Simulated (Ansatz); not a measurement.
FI$_{3}$Sn (`[F][Sn]([I])([I])[I]`), relaxed with RKS PBE-D4/def2-SVP in Ansatz from a rough embedded geometry. The force threshold is 0.03 eV/Å; the program also tests the step.

Total charge 0; spin multiplicity 1. Sn, I takes the def2 core potential.

Start:

```xyz
5

F     1.650   -0.534    1.197
Sn    0.145   -0.043    0.076
I    -1.812    0.896    1.693
I     0.797    1.887   -1.655
I    -0.781   -2.207   -1.311
```

Q: How much energy does the relaxation release, and in how many steps? (Best estimate.)

A: The calculation gave: 3.95 kJ/mol, in 2 steps.

Q: Which bonds change most? (Best estimate.)

A: Ansatz gave: Sn2–I5 from 2.733 to 2.694 Å; Sn2–I4 from 2.674 to 2.695 Å; F1–Sn2 from 1.940 to 1.955 Å; Sn2–I3 from 2.706 to 2.694 Å.

Q: Give the relaxed structure. (An estimate is asked.)

A: Ansatz gave: 
```xyz
5

F     1.607   -0.523    1.119
Sn    0.056   -0.019    0.040
I    -1.818    0.877    1.755
I     0.890    1.905   -1.652
I    -0.735   -2.241   -1.262
```
